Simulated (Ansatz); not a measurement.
`CO[SiH](O)[SiH3]` + HCl → `O[SiH]([SiH3])Cl` + CH₃OH at 400 K and 1 bar (ligand exchange at the Si–O bond).

Isolated molecules relaxed with PBE0-D4/def2-TZVP in Ansatz; ΔE leaves out vibrations. CCSD(T)/CBS adds triple-zeta CCSD(T) − MP2 to the extrapolated MP2 energy (def2 sets, frozen cores). This one scheme is used for every species. Each species was taken in one conformer, which may not be the lowest.

```
           species  CCSD(T)/CBS energy (Eh)  H − E (kJ/mol)  S (J/(mol·K))
`CO[SiH](O)[SiH3]`               -771.44542           279.2          433.2
               HCl               -460.38127            29.6          195.4
`O[SiH]([SiH3])Cl`              -1116.20942           163.7          387.0
             CH₃OH               -115.61712           151.2          252.6
```

H − E and S are ideal-gas, rigid-rotor, harmonic terms from PBE0-D4/def2-TZVP, for one conformer and one mirror image of each species. 1 Eh = 2625.50 kJ/mol, R = 8.31446 J/(mol·K).

By hand: ΔE, ΔH, ΔS and ΔG.

ΔE = (-1116.20942) + (-115.61712) − (-771.44542) − (-460.38127) = 0.00015 Eh = 0.4 kJ/mol. Δ(H − E) = 163.7 + 151.2 − 279.2 − 29.6 = 6.1, so ΔH = 6.5 kJ/mol. ΔS = 387.0 + 252.6 − 433.2 − 195.4 = 11.0 J/(mol·K). ΔG = 6.5 − 400 × (11.0)/1000 = 2.1 kJ/mol.

By hand: the equilibrium constant, and the temperature at which ΔG would vanish if ΔH and ΔS stayed fixed.

log₁₀ K = −ΔG/(RT ln 10) = -0.3. ΔG = 0 at ΔH/ΔS = 591 K, though so small a ΔH makes that figure unsure.

TΔS isn't small against ΔH here. The sign of ΔG lies within the doubt. A doubt of 5 kJ/mol in ΔE shifts log₁₀ K by 0.7 here. Other conformers and mirror images would add mixing entropy, several J/(mol·K) or more a flexible species. These are equilibria of isolated gas molecules and say nothing of rates. Largest T1 diagnostic: 0.012 (customary marks: 0.02 for closed shells, 0.045 for open ones).
